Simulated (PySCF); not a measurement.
Fill in the blanks.

Compound: C7H12N2O.
Z-matrix (Å and degrees, GFN2-xTB geometry), rows numbered from 1:
```
C 
C   1  1.5143
O   2  1.2111  1  123.88
N   2  1.3560  1  113.59  3  -179.25
C   4  1.4469  2  122.45  1  -177.33
C   5  1.5088  4  110.90  2  -129.39
N   6  1.2538  5  127.03  4  -143.90
C   7  1.4364  6  121.36  5    -0.28
C   8  1.5309  7  115.38  6   -11.73
C   9  1.5254  8  109.50  7    42.78
H   1  1.0881  2  109.86  3   113.75
H   1  1.0859  2  109.17  3    -5.77
H   1  1.0877  2  110.48  3  -126.16
H   4  1.0077  2  119.83  1    -2.91
H   5  1.0991  4  105.28  2   -11.78
H   6  1.0853  5  116.04  4    35.34
H   8  1.0961  7  106.09  6   110.99
H   8  1.0940  7  106.58  6  -135.34
H   9  1.0905  8  109.82  7   164.49
H   9  1.0918  8  109.54  7   -76.82
H  10  1.0910  5  110.16  4   -66.11
H  10  1.0940  5  109.31  4    52.79
```

```tsv
property	level	value
point group of the GFN2-xTB geometry	GFN2-xTB	?
rotational constants A, B, C of the GFN2-xTB geometry	GFN2-xTB	3.333, 0.696, 0.651 GHz
dipole moment	PBE0/pcSseg-1	?
HOMO energy	PBE0/pcSseg-1	?
LUMO energy	PBE0/pcSseg-1	?
13C chemical shifts (computed TMS as zero) by class	GIAO PBE0/pcSseg-1	?
1H chemical shifts (computed TMS as zero) by class	GIAO PBE0/pcSseg-1	?
isotropic shieldings of nuclei other than C and H, by class	GIAO PBE0/pcSseg-1	?
```

Electronic properties: PySCF, gas phase, density fitting. NMR classes are plain means over equivalent atoms (diastereotopic ones count apart unless rotation or inversion swaps them), as if these changed places fast; in this geometry the members of some classes differ.

The point group of the GFN2-xTB geometry?

C1.

The 13C chemical shifts (computed TMS as zero) by class?

168.9 (C2), 168.5 (C6), 52.9 (C8), 48.2 (C5), 31.2 (C10), 25.6 (C9), 24.2 (C1) ppm.

What is the LUMO energy?

-0.18 eV.

Give the HOMO energy.

-6.78 eV.

What is the dipole moment?

3.32 D.

Give the isotropic shieldings of nuclei other than C and H, by class.

-117 (N7), 126 (N4), -84 (O3) ppm.

What are the 1H chemical shifts (computed TMS as zero) by class?

7.69 (H16), 4.77 (H15), 4.50 (H14), 4.21 (H18), 3.70 (H17), 1.99 (H21), 1.95 (H11/H12/H13), 1.79 (H20), 1.61 (H19), 1.07 (H22) ppm.

The dipole equals about 11.1 × 10⁻³⁰ C·m (1 D = 3.33564 × 10⁻³⁰ C·m). With B = h/(8π²I), that is 505.379 GHz u Å² over I, the principal moments of inertia are 151.6, 726.5 and 776.8 u Å² (most abundant isotopes); the inertial defect Ic − Ia − Ib is -101.3 u Å² (zero for a rigid planar frame, negative otherwise).

One conformer stands for the species.
